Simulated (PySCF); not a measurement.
Vertical excitations of a molecule C₂H₉AlN₂ from TDA-PBE/def2-SVPD in PySCF, as energy in eV (oscillator strength): 4.32 (0.000), 4.94 (0.153), 5.15 (0.003), 5.56 (0.000), 5.66 (0.106), 5.83 (0.000), 6.08 (0.057), 6.20 (0.003), 6.33 (0.004), 6.47 (0.012). Lowest triplet (TDA): 4.08 eV. Coordinates come from a TPSSh-D3(BJ)/def2-SVP optimisation. Other conformers were not sampled.

Problem. Which molecule gave these data?
(A) C[CH2][Al]([NH2])[NH2]
(B) C[N](C)[AlH][NH2]
(C) C[NH][AlH][NH]C

Solution. B, C[N](C)[AlH][NH2]
